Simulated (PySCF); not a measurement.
2-tert-butylfuran, C8H12O.
Atom-mapped SMILES: `[CH3:1][C:2]([CH3:3])([CH3:4])[c:5]1[cH:6][cH:7][cH:8][o:9]1` (hydrogens: H10, H11, H12 on C1; H13, H14, H15 on C3; H16, H17, H18 on C4; H19 on C6; H20 on C7; H21 on C8)

Computed by this run: PBE0-D3(BJ)/def2-SVP geometry optimisation, gas phase in PySCF; density fitting, grid level 2; the optimiser is geomeTRIC in internal coordinates, started from a GFN2-xTB structure.

Step 0: E = -10519.0631 eV
```
atom  x, y, z in Å  |  force x, y, z in eV/Å
C1     -1.1823   -1.5271   -0.3029    0.147   0.469   0.046
C2     -0.7849   -0.0486   -0.2018    0.062  -0.100  -0.153
C3     -1.6334    0.6437    0.8643    0.457  -0.255  -0.371
C4     -0.9952    0.6353   -1.5590    0.089  -0.209   0.445
C5      0.6713    0.0356    0.1602   -0.525   0.134   0.159
C6      1.3311    0.5925    1.2162   -0.050  -0.155  -0.277
C7      2.7108    0.3482    1.0003   -0.031  -0.165  -0.285
C8      2.7873   -0.3379   -0.1689    0.119   0.120   0.227
O9      1.5614   -0.5318   -0.6836   -0.204  -0.012  -0.063
H10    -2.2310   -1.6186   -0.5764   -0.454  -0.066  -0.127
H11    -0.5809   -2.0279   -1.0574    0.225  -0.258  -0.292
H12    -1.0259   -2.0266    0.6510    0.043  -0.244   0.361
H13    -1.3616    1.6929    0.9474    0.071   0.466   0.088
H14    -1.4946    0.1683    1.8320    0.017  -0.160   0.449
H15    -2.6857    0.5809    0.5978   -0.429  -0.021  -0.099
H16    -2.0412    0.5800   -1.8516   -0.453  -0.023  -0.157
H17    -0.7048    1.6822   -1.5032    0.106   0.430  -0.030
H18    -0.3932    0.1493   -2.3224    0.232  -0.153  -0.352
H19     0.9031    1.1125    2.0481   -0.349   0.294   0.454
H20     3.5235    0.6447    1.6314    0.539   0.152   0.340
H21     3.6174   -0.7306   -0.7220    0.388  -0.245  -0.363
```

Problem. Estimate the geometry and energy of step 1. (The exact step hangs on the optimiser's Hessian estimate; all steps are aligned on step 0, rigid shifts and turns removed.)

Solution. E = -10519.1207 eV, largest force 0.164 eV/Å
```
atom  x, y, z in Å  |  force x, y, z in eV/Å
C1     -1.1819   -1.5282   -0.3063   -0.018  -0.084  -0.001
C2     -0.7845   -0.0507   -0.2054    0.013   0.031   0.055
C3     -1.6287    0.6418    0.8613   -0.073   0.035   0.048
C4     -0.9955    0.6323   -1.5619   -0.006   0.043  -0.074
C5      0.6625    0.0479    0.1787    0.092  -0.074  -0.114
C6      1.3357    0.5999    1.2310   -0.069   0.073   0.115
C7      2.7263    0.3484    1.0044    0.090   0.047   0.094
C8      2.7946   -0.3368   -0.1675   -0.051  -0.059  -0.108
O9      1.5536   -0.5214   -0.6712    0.025   0.007   0.017
H10    -2.2417   -1.6237   -0.5943    0.028   0.008   0.004
H11    -0.5726   -2.0486   -1.0608   -0.009   0.016   0.019
H12    -1.0394   -2.0414    0.6578   -0.007   0.014  -0.018
H13    -1.3633    1.7069    0.9544   -0.006  -0.026  -0.007
H14    -1.4977    0.1681    1.8471   -0.002   0.007  -0.027
H15    -2.6966    0.5820    0.5973    0.032   0.000   0.007
H16    -2.0530    0.5675   -1.8663    0.027  -0.006   0.012
H17    -0.7154    1.6965   -1.5150   -0.011  -0.021   0.002
H18    -0.3834    0.1544   -2.3419   -0.010   0.011   0.022
H19     0.8927    1.1270    2.0738    0.025  -0.028  -0.042
H20     3.5636    0.6422    1.6362   -0.039  -0.017  -0.034
H21     3.6156   -0.7470   -0.7519   -0.031   0.021   0.030
```

The energy changes by -0.0576 eV. The first-order estimate −F·Δx gives -0.1251 eV and the mean of the old and new forces, exact on a quadratic surface, -0.0579 eV. The step makes an angle of 52° with the force vector and moves no atom by more than 0.040 Å.

What follows is the cost of the whole optimisation. Hardware: an Arm Neoverse N1 with one thread, no GPU, on a shared host. Cost: 2.4 min, 0.84 GiB resident at most.
